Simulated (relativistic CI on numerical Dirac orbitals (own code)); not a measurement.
# Ho²⁺: M4,5 absorption edge

Computed with this model: Dirac-Coulomb-Breit CI, KLI orbitals optimised for each configuration, model QED (radiative potential, 1s self-energy scaled to tabulated hydrogen-like ionisation energies), multiplet model of core-to-valence dipole absorption, unscaled Slater integrals; configurations [Xe] 4f11 → [Ar] 3d9 4s2 4p6 4d10 4f12 5s2 5p6; 300 K; Lorentzian 0.6 eV and Gaussian 0.4 eV FWHM. Energies are those of the free ion, without screening or charge transfer. The branching ratio is the share of the lower-energy edge in the whole absorption, uncertain by about 0.02 where the edges overlap. S is read from ⟨S²⟩ = S(S + 1).

Computed curve for free ion, scaled to 100 at the maximum (points under 2 are left out and the grid is thinned):

(Energy (eV), Intensity): (1344.7, 2.0), (1345.0, 2.7), (1345.3, 3.8), (1345.7, 7.3), (1346.0, 12.1), (1346.3, 17.5), (1346.6, 31.7), (1347.0, 57.3), (1347.3, 38.5), (1347.6, 19.3), (1347.9, 13.2), (1348.3, 15.7), (1348.6, 21.9), (1348.9, 32.6), (1349.2, 65.5), (1349.5, 100.0), (1349.9, 53.9), (1350.2, 24.2), (1350.5, 13.7), (1350.8, 9.7), (1351.2, 9.3), (1351.5, 14.6), (1351.8, 23.7), (1352.1, 20.4), (1352.5, 8.0), (1352.8, 4.7), (1353.1, 3.7), (1353.4, 4.0), (1353.7, 5.3), (1354.1, 5.2), (1354.4, 3.2), (1386.3, 2.1), (1386.6, 4.2), (1387.0, 8.4), (1387.3, 11.2), (1387.6, 7.8), (1387.9, 4.3), (1388.3, 4.5), (1388.6, 4.5), (1388.9, 2.5)

The ground state has S = 1.48, and the centroid lies at 1352.19 eV.
